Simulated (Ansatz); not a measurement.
Reaction: C3H5Cl (SMILES C/C=C/Cl) → C3H5Cl (SMILES C=C(C)Cl)
Each species at its own B3LYP-D3(BJ)/def2-TZVP minimum (Ansatz, a quantum-chemistry and plane-wave program).

Property: isomerisation energy (electronic), in kJ/mol. UHF or UKS for unpaired electrons; spin-orbit terms are left out. CBS(X,Y): correlation extrapolated as X^-3, Hartree-Fock from the larger set. A bracket is a step between two methods taken in the basis named. The functionals are non-relativistic, so their misses hold any scalar relativity. Double hybrids freeze cores in their MP2 part. 'core' is core correlation in cc-pwCVTZ (1s frozen past Ne), 'X2C' scalar relativity in cc-pVTZ-DK, both at CCSD(T).

CCSD(T)/CBS(cc-pV(T+d)Z,cc-pV(Q+d)Z) + [CCSDT(Q) - CCSD(T)]/cc-pV(D+d)Z + core + X2C (Ansatz) gives -9.3 kJ/mol.

**Question.** What does PBE/def2-TZVPD (Ansatz) give here, and how do the other levels compare?

**Answer.** PBE gives -6.2 kJ/mol, 3.1 kJ/mol above it. Differences of the others: r2SCAN/def2-TZVPD (Ansatz) 0.2; wB97M-V/def2-TZVPD (Ansatz) 0.4; B2PLYP/def2-TZVPD (Ansatz) 1.6; CCSD(T)/CBS(cc-pV(T+d)Z,cc-pV(Q+d)Z) + core + X2C (Ansatz) 0.0 kJ/mol. Nearer than PBE: r2SCAN/def2-TZVPD, wB97M-V/def2-TZVPD, B2PLYP/def2-TZVPD, CCSD(T)/CBS(cc-pV(T+d)Z,cc-pV(Q+d)Z) + core + X2C.
